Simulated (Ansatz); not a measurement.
Abridged output of a molecular run in Ansatz:

```
Functional definition: HF
745 factors; integrals over basis functions are off by at most 1.1e-3 eV
mean field evaluation 1: about -21173.8721 eV, gradient 2.4e1 eV
mean field evaluation 2: about -21173.8737 eV, gradient 2.4e1 eV
mean field evaluation 4: about -21176.4387 eV, gradient 2.0e0 eV
mean field evaluation 8: about -21176.4971 eV, gradient 2.3e-3 eV
mean field -21176.49707756 eV, -778.2219136552 hartree, gradient 2.0e-6 eV, S^2 0.758326; 0 other end points of the search recorded, 0 dependent functions left out
12 core orbitals not correlated: weight in the atoms' cores, before any rotation towards them, 1.000 or more for the frozen orbitals, at most 0.000 for the correlated occupied ones
reference -21176.49707756 eV, -778.2219136552 hartree; 13, 12 occupied and 54, 55 virtual orbitals, 745 factors
second order -14.79175760 eV of doubles, -0.00000000 eV of singles
cycle   1  -15.25322831 eV  change   -4.6e-1 eV  update   9.6e-2
cycle   2  -15.64086169 eV  change   -3.9e-1 eV  update   2.9e-2
cycle   3  -15.74889954 eV  change   -1.1e-1 eV  update   1.6e-2
cycle   4  -15.74606254 eV  change    2.8e-3 eV  update   4.2e-3
cycle   5  -15.74443407 eV  change    1.6e-3 eV  update   2.0e-3
cycle   6  -15.74476231 eV  change   -3.3e-4 eV  update   8.6e-4
cycle   7  -15.74473208 eV  change    3.0e-5 eV  update   4.0e-4
cycle   8  -15.74478199 eV  change   -5.0e-5 eV  update   1.8e-4
cycle   9  -15.74487716 eV  change   -9.5e-5 eV  update   7.9e-5
cycle  10  -15.74485691 eV  change    2.0e-5 eV  update   3.6e-5
cycle  11  -15.74485221 eV  change    4.7e-6 eV  update   1.8e-5
perturbative correction -0.27829300 eV, -0.0102270793 hartree
Total energy: -21192.52022278 eV, -778.8107533809 hartree
Checks for a lower state left out: cluster_reference
```

Its atoms:

```xyz
7

F    -1.131   -1.459   -0.820
Si   -0.802   -0.387    0.311
F    -0.599   -1.208    1.660
Si    1.144    0.807   -0.122
H    -1.999    0.469    0.467
H     1.009    1.788   -1.230
H     2.376   -0.010   -0.266
```

Question: Which basis set was used?
A. def2-TZVPPD
B. def2-SVP
C. def2-SVPD
D. def2-QZVPP

Answer: B. It gives 79 functions.

Question: Write the keys of the input that set method, charge and spin (a neutral closed shell needs none for the last two).

Answer: 
```yaml
magnetization: {spin_polarized: true, initial_magnetization: 1}
correlation: {method: ccsd_t}
scf: {omitted_lower_state_checks: [cluster_reference]}
```
